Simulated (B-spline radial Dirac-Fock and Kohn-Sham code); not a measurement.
Conversion-electron coefficients: Ge, 1260 keV

Z = 32 (germanium), transition energy 1260 keV. The computed values come from an atomic code on a B-spline grid: a Dirac-Hartree-Slater potential of the neutral atom with a Latter tail (no hole, which puts coefficients of high multipoles low close above an edge), finite nucleus with surface currents. Subshells that would emit electrons below 1 keV are left out, and so is internal pair formation.

```
subshell  electron energy (keV)        E1        E3        E4        M4        M5
       K                1248.90  9.00e-05  0.000359  0.000658   0.00129   0.00232
      L1                1258.59  8.93e-06  3.59e-05  6.62e-05  0.000132  0.000241
      L2                1258.75  5.11e-08  8.53e-07  2.68e-06  3.71e-06  8.92e-06
      L3                1258.78  1.22e-07  5.33e-07  1.20e-06  1.69e-06  5.21e-06
      M1                1259.82  1.38e-06  5.55e-06  1.02e-05  2.05e-05  3.74e-05
      M2                1259.88  7.89e-09  1.32e-07  4.14e-07  5.74e-07  1.38e-06
      M3                1259.88  1.88e-08  8.21e-08  1.86e-07  2.61e-07  8.06e-07
      M4                1259.96  5.02e-12  3.46e-11  1.31e-10  3.03e-10  1.20e-09
      M5                1259.96  1.52e-11  4.42e-11  9.58e-11  8.64e-11  2.98e-10
      N1                1259.99  1.19e-07  4.81e-07  8.87e-07  1.78e-06  3.25e-06
      N2                1259.99  1.21e-10  2.03e-09  6.36e-09  8.81e-09  2.12e-08
      N3                1259.99  2.81e-10  1.23e-09  2.78e-09  3.91e-09  1.21e-08
   total                         0.000101  0.000403  0.000740   0.00145   0.00262
```

Question: For a pure E4 transition, what fraction of decays emits a photon?

Answer: 1/(1 + α) = 0.999 with the total α = 0.000740, and pair formation is not counted.
